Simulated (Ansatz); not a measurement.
Ansatz (an electronic-structure program) input (B3LYP-D3(BJ)/def2-TZVP):

Ansatz 0.2 input:
```yaml
crystal:
  periodic: [false, false, false]
  atoms:
    - {symbol: Br, position_ang: [-0.00000000, -0.00000000, -1.76654860]}
    - {symbol: B, position_ang: [0.00000000, 0.00000000, 0.00000000]}
    - {symbol: Br, position_ang: [0.00000000, 0.00000000, 1.76654860]}
basis:
  gaussian:
    orbitals: def2-TZVP
hamiltonian:
  xc: b3lyp
  dispersion: d3bj
total_charge: 1
phonons: {temperatures: {t_min: 298.15, t_max: 298.15, t_step: 100}}
```

Output:

```
Functional definition: B3LYP
integrals: 0.05 GiB planned
995 factors; their error is unknown
mean field: 0.52 GiB planned
mean field evaluation 1: about -140760.9691 eV, gradient 2.5e1 eV
mean field evaluation 2: about -140759.5289 eV, gradient 3.2e1 eV
mean field evaluation 4: about -140762.5713 eV, gradient 1.6e0 eV
mean field evaluation 8: about -140762.5716 eV, gradient 2.4e-2 eV
mean field evaluation 16: about -140763.2604 eV, gradient 3.3e-5 eV
mean field -140763.26038037 eV, -5172.9544062140 hartree, gradient 1.1e-5 eV, S^2 0.000000; 0 other end points of the search recorded, 0 dependent functions left out
the calculation of the forces begins
reference -140763.26058611 eV, -5172.9544137747 hartree; 37, 37 occupied and 90, 90 virtual orbitals, 995 factors
these checks for a lower state are left out or cut short: stability, starts, cluster_reference, orbital_swaps, neighbouring_geometries, increment
integrals: 0.05 GiB planned
995 factors; their error is unknown
mean field: 0.52 GiB planned
mean field -140763.26037817 eV, -5172.9544061329 hartree, gradient 3.4e-7 eV, S^2 0.000000; 0 other end points of the search recorded, 0 dependent functions left out
the calculation of the forces begins
reference -140763.26058391 eV, -5172.9544136936 hartree; 37, 37 occupied and 90, 90 virtual orbitals, 995 factors
these checks for a lower state are left out or cut short: stability, starts, cluster_reference, orbital_swaps, neighbouring_geometries, increment
integrals: 0.05 GiB planned
995 factors; their error is unknown
mean field: 0.52 GiB planned
mean field evaluation 32: about -140763.2604 eV, gradient 3.5e-7 eV
mean field -140763.26037817 eV, -5172.9544061329 hartree, gradient 3.4e-7 eV, S^2 0.000000; 0 other end points of the search recorded, 0 dependent functions left out
the calculation of the forces begins
reference -140763.26058391 eV, -5172.9544136936 hartree; 37, 37 occupied and 90, 90 virtual orbitals, 995 factors
these checks for a lower state are left out or cut short: stability, starts, cluster_reference, orbital_swaps, neighbouring_geometries, increment
integrals: 0.05 GiB planned
995 factors; their error is unknown
mean field: 0.52 GiB planned
mean field -140763.26037817 eV, -5172.9544061329 hartree, gradient 3.4e-7 eV, S^2 0.000000; 0 other end points of the search recorded, 0 dependent functions left out
the calculation of the forces begins
reference -140763.26058391 eV, -5172.9544136936 hartree; 37, 37 occupied and 90, 90 virtual orbitals, 995 factors
these checks for a lower state are left out or cut short: stability, starts, cluster_reference, orbital_swaps, neighbouring_geometries, increment
integrals: 0.05 GiB planned
995 factors; their error is unknown
mean field: 0.52 GiB planned
mean field -140763.26037817 eV, -5172.9544061329 hartree, gradient 3.4e-7 eV, S^2 0.000000; 0 other end points of the search recorded, 0 dependent functions left out
the calculation of the forces begins
reference -140763.26058391 eV, -5172.9544136936 hartree; 37, 37 occupied and 90, 90 virtual orbitals, 995 factors
these checks for a lower state are left out or cut short: stability, starts, cluster_reference, orbital_swaps, neighbouring_geometries, increment
integrals: 0.05 GiB planned
995 factors; their error is unknown
mean field: 0.52 GiB planned
mean field -140763.26020092 eV, -5172.9543996193 hartree, gradient 3.4e-7 eV, S^2 0.000000; 0 other end points of the search recorded, 0 dependent functions left out
the calculation of the forces begins
reference -140763.26040661 eV, -5172.9544071782 hartree; 37, 37 occupied and 90, 90 virtual orbitals, 995 factors
these checks for a lower state are left out or cut short: stability, starts, cluster_reference, orbital_swaps, neighbouring_geometries, increment
integrals: 0.05 GiB planned
995 factors; their error is unknown
mean field: 0.52 GiB planned
mean field evaluation 64: about -140763.2604 eV, gradient 1.0e-6 eV
mean field -140763.26036685 eV, -5172.9544057170 hartree, gradient 1.0e-6 eV, S^2 0.000000; 0 other end points of the search recorded, 0 dependent functions left out
the calculation of the forces begins
reference -140763.26057264 eV, -5172.9544132795 hartree; 37, 37 occupied and 90, 90 virtual orbitals, 995 factors
these checks for a lower state are left out or cut short: stability, starts, cluster_reference, orbital_swaps, neighbouring_geometries, increment
integrals: 0.05 GiB planned
995 factors; their error is unknown
mean field: 0.52 GiB planned
mean field -140763.26037143 eV, -5172.9544058854 hartree, gradient 3.4e-7 eV, S^2 0.000000; 0 other end points of the search recorded, 0 dependent functions left out
the calculation of the forces begins
reference -140763.26057717 eV, -5172.9544134461 hartree; 37, 37 occupied and 90, 90 virtual orbitals, 995 factors
these checks for a lower state are left out or cut short: stability, starts, cluster_reference, orbital_swaps, neighbouring_geometries, increment
integrals: 0.05 GiB planned
995 factors; their error is unknown
mean field: 0.52 GiB planned
mean field -140763.26037143 eV, -5172.9544058854 hartree, gradient 3.4e-7 eV, S^2 0.000000; 0 other end points of the search recorded, 0 dependent functions left out
the calculation of the forces begins
reference -140763.26057717 eV, -5172.9544134461 hartree; 37, 37 occupied and 90, 90 virtual orbitals, 995 factors
these checks for a lower state are left out or cut short: stability, starts, cluster_reference, orbital_swaps, neighbouring_geometries, increment
integrals: 0.05 GiB planned
995 factors; their error is unknown
mean field: 0.52 GiB planned
mean field -140763.26037143 eV, -5172.9544058854 hartree, gradient 3.4e-7 eV, S^2 0.000000; 0 other end points of the search recorded, 0 dependent functions left out
the calculation of the forces begins
reference -140763.26057717 eV, -5172.9544134461 hartree; 37, 37 occupied and 90, 90 virtual orbitals, 995 factors
these checks for a lower state are left out or cut short: stability, starts, cluster_reference, orbital_swaps, neighbouring_geometries, increment
integrals: 0.05 GiB planned
995 factors; their error is unknown
mean field: 0.52 GiB planned
mean field evaluation 96: about -140763.2604 eV, gradient 3.5e-7 eV
mean field -140763.26037143 eV, -5172.9544058854 hartree, gradient 3.4e-7 eV, S^2 0.000000; 0 other end points of the search recorded, 0 dependent functions left out
the calculation of the forces begins
reference -140763.26057717 eV, -5172.9544134461 hartree; 37, 37 occupied and 90, 90 virtual orbitals, 995 factors
these checks for a lower state are left out or cut short: stability, starts, cluster_reference, orbital_swaps, neighbouring_geometries, increment
integrals: 0.05 GiB planned
995 factors; their error is unknown
mean field: 0.52 GiB planned
mean field -140763.26019559 eV, -5172.9543994234 hartree, gradient 1.1e-6 eV, S^2 0.000000; 0 other end points of the search recorded, 0 dependent functions left out
the calculation of the forces begins
reference -140763.26040133 eV, -5172.9544069841 hartree; 37, 37 occupied and 90, 90 virtual orbitals, 995 factors
these checks for a lower state are left out or cut short: stability, starts, cluster_reference, orbital_swaps, neighbouring_geometries, increment
integrals: 0.05 GiB planned
995 factors; their error is unknown
mean field: 0.52 GiB planned
mean field -140763.26019559 eV, -5172.9543994234 hartree, gradient 1.1e-6 eV, S^2 0.000000; 0 other end points of the search recorded, 0 dependent functions left out
the calculation of the forces begins
reference -140763.26040133 eV, -5172.9544069841 hartree; 37, 37 occupied and 90, 90 virtual orbitals, 995 factors
Total energy: -140763.41760730 eV, -5172.9601841969 hartree
Atom 0 at    -0.000000    -0.000000    -1.766549 Å, force    -0.000000    -0.000000    -0.000065 eV/Å
Atom 1 at     0.000000     0.000000     0.000000 Å, force     0.000000     0.000000    -0.000000 eV/Å
Atom 2 at     0.000000     0.000000     1.766549 Å, force    -0.000000    -0.000000     0.000065 eV/Å
Dipole moment:     0.000000     0.000000    -0.000000 e Å
Vibrations: 277.25 277.25 331.28 1260.58 cm⁻¹, zero-point energy 0.133057 eV
```
